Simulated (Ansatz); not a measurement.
```yaml
crystal:
  periodic: [false, false, false]
  atoms:
    - {symbol: N, position_ang: [-1.172695, 0.842894, 1.065865]}
    - {symbol: Ta, position_ang: [-0.104677, 0.075372, 0.102454]}
    - {symbol: N, position_ang: [-0.079038, -1.708509, 0.546842]}
    - {symbol: N, position_ang: [1.560649, 0.812434, 0.355298]}
    - {symbol: N, position_ang: [-0.629404, 0.283528, -1.647291]}
    - {symbol: H, position_ang: [-1.779037, 1.277299, 1.612141]}
    - {symbol: H, position_ang: [0.656159, -2.263967, 0.427515]}
    - {symbol: H, position_ang: [-0.709558, -2.136796, 1.075226]}
    - {symbol: H, position_ang: [2.229283, 0.821773, -0.289817]}
    - {symbol: H, position_ang: [1.795737, 1.374532, 1.054553]}
    - {symbol: H, position_ang: [-0.431793, -0.319225, -2.326199]}
    - {symbol: H, position_ang: [-1.264785, 0.889881, -1.945307]}
basis:
  gaussian: {orbitals: x2c-TZVPPall, final_grid: {core_spheres: 20, valence_spheres: 16, degree: 47}}
magnetization: {spin_polarized: true, initial_magnetization: 1}
hamiltonian: {xc: {name: wB97}}
```

```sh
$ ansatz run in.yaml --threads 2 --pin off --events-out ev --progress --plain --max-ram 32768MiB --backend cuda --devices 0, --max-vram 18GiB
```

Output, abridged:

```
Error: a molecule whose nuclei and cores have a total charge of 108 cannot have a net charge of 0 together with 1 unpaired electrons
```

**Question.** What is wrong with this run?

**Answer.** The number of unpaired electrons doesn't fit the electron count. The input was rejected before any iteration.
